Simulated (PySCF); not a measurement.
## Potassium: a sound run and one with changed settings

Sound run: K²⁺ [Ne] 3s2 3p5, K³⁺ [Ne] 3s2 3p4. All numbers are calculated (PySCF 2.14, the non-relativistic Hamiltonian (point nucleus), in def2-TZVP (6s4p3d, 33 functions)). The sound run starts from symmetry-adapted Hartree-Fock orbitals and uses a fine grid where one is needed.

A second run was set up differently.

```csv
species,method,sound run (hartree),changed run (hartree),converged
K²⁺,UHF,-597.88503,-597.88503,yes
K²⁺,PBE0,-598.41496,-598.41598,yes
K²⁺,BP86,-598.63280,-598.63380,yes
K³⁺,UHF,-596.25169,-596.25169,yes
K³⁺,PBE0,-596.73356,-596.73467,yes
K³⁺,BP86,-596.94770,-596.94894,yes
```

Ionisation energy of K²⁺:

| method | sound run (eV) | changed run (eV) |
| --- | --- | --- |
| UHF | 44.445 | 44.445 |
| PBE0 | 45.753 | 45.751 |
| BP86 | 45.854 | 45.847 |

Task: What was changed?
A. too few SCF iterations
B. all electrons correlated in a valence basis
C. radial grid too coarse
D. a valence shell is frozen

Result: C. It used radial step 0.3 in ln r (0.13 in the sound run). A coarse radial grid mis-integrates the density and the exchange-correlation energy, with errors of either sign; Hartree-Fock needs no grid.
